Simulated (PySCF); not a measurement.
Lowest empty level (eV) of eight silicon and germanium compounds: PBE beside ωB97X, computed with PySCF for isolated molecules in the bases named; differences from unrounded values. The eight are the first of their class met in an unordered collection, after screening for sound electronic states; none was chosen by its value. Each molecule has one DFT geometry for both levels.

```json
[
 {"molecule": "GeCl2, SMILES [Ge]([Cl])[Cl] (connectivity only; charge and spin as stated), neutral, multiplicity 1", "basis": "def2-TZVPD", "ωB97X": "-1.15", "PBE": "___", "difference": "___"},
 {"molecule": "C4H8Ge, SMILES [GeH2]([CH]=C)[CH]=C", "basis": "def2-TZVP", "ωB97X": "1.62", "PBE": "-1.54", "difference": "-3.15"},
 {"molecule": "C2H7F2NSi, SMILES CC[Si](N)(F)F", "basis": "def2-TZVP", "ωB97X": "2.59", "PBE": "-0.25", "difference": "-2.84"},
 {"molecule": "C2H7FSi2, SMILES C(=C/[SiH2]F)/[SiH3]", "basis": "def2-TZVP", "ωB97X": "0.85", "PBE": "-2.24", "difference": "-3.09"},
 {"molecule": "FH6NOSi2, SMILES O[Si@H](F)N[SiH3]", "basis": "def2-TZVP", "ωB97X": "2.09", "PBE": "___", "difference": "___"},
 {"molecule": "3-silyloxypropanenitrile (C₃H₇NOSi), SMILES N#CCCO[SiH3]", "basis": "def2-TZVP", "ωB97X": "1.88", "PBE": "-1.03", "difference": "-2.90"},
 {"molecule": "Si(H)2(OAc)(OH) (C₂H₆O₃Si), SMILES CC(=O)O[SiH2]O", "basis": "def2-TZVP", "ωB97X": "2.33", "PBE": "-1.15", "difference": "-3.48"},
 {"molecule": "C3H5ClGeO, SMILES C=[C](Cl)[GeH2][CH]=O", "basis": "def2-TZVP", "ωB97X": "0.62", "PBE": "___", "difference": "___"}
]
```

Problem. Complete the blanks. (The exact figures need the calculation; the answer reports its results.)

Solution. 
- C3H5ClGeO, SMILES C=[C](Cl)[GeH2][CH]=O, PBE: -2.83
- C3H5ClGeO, SMILES C=[C](Cl)[GeH2][CH]=O, difference: -3.45
- FH6NOSi2, SMILES O[Si@H](F)N[SiH3], PBE: -0.75
- FH6NOSi2, SMILES O[Si@H](F)N[SiH3], difference: -2.84
- GeCl2, SMILES [Ge]([Cl])[Cl] (connectivity only; charge and spin as stated), neutral, multiplicity 1, PBE: -3.86
- GeCl2, SMILES [Ge]([Cl])[Cl] (connectivity only; charge and spin as stated), neutral, multiplicity 1, difference: -2.70

PBE lies below ωB97X in 8 and above it in 0 of the eight; the mean signed difference is -3.06 and the largest -3.48 eV.
